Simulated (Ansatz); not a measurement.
`[OH][SbH][Br]` and `[Br][SbH][Br]` differ in one atom or group.

Ansatz, PBE0-D4/def2-TZVP geometries, multiplicity 1. Each molecule was computed in one conformer, which needn't be the lowest.

Elements past krypton have def2 core potentials. Scalar relativity is left out up to krypton.

```csv
property,`[OH][SbH][Br]`
zero-point energy (PBE0-D4/def2-TZVP) / kJ/mol,55.9
LUMO energy (PBE0/def2-TZVPP) / eV,-1.54
HOMO energy (PBE0/def2-TZVPP) / eV,-7.53
HOMO energy (ωB97M-V/def2-TZVPP) / eV,-9.62
HOMO–LUMO gap (PBE0/def2-TZVPP) / eV,5.99
HOMO energy (PBE/def2-TZVPP) / eV,-6.38
```

Task: Give the same properties after the change, and the shifts. (Estimate.)

Result: The calculation gave: 
```csv
property,`[Br][SbH][Br]`,shift
zero-point energy (PBE0-D4/def2-TZVP) / kJ/mol,22.4,-33.5
LUMO energy (PBE0/def2-TZVPP) / eV,-2.12,-0.58
HOMO energy (PBE0/def2-TZVPP) / eV,-7.74,-0.21
HOMO energy (ωB97M-V/def2-TZVPP) / eV,-9.79,-0.17
HOMO–LUMO gap (PBE0/def2-TZVPP) / eV,5.61,-0.38
HOMO energy (PBE/def2-TZVPP) / eV,-6.62,-0.24
```

With PBE0 the HOMO falls by 0.21 eV and the LUMO falls by 0.58 eV, so the gap narrows by about 0.37 eV. PBE moves the HOMO by -0.24 eV and ωB97M-V by -0.17 eV. The zero-point energy changes by -33.5 kJ/mol with -3 modes.

Spin–orbit coupling is left out; it splits and shifts lone-pair levels of the heavy atoms by tenths of an eV.
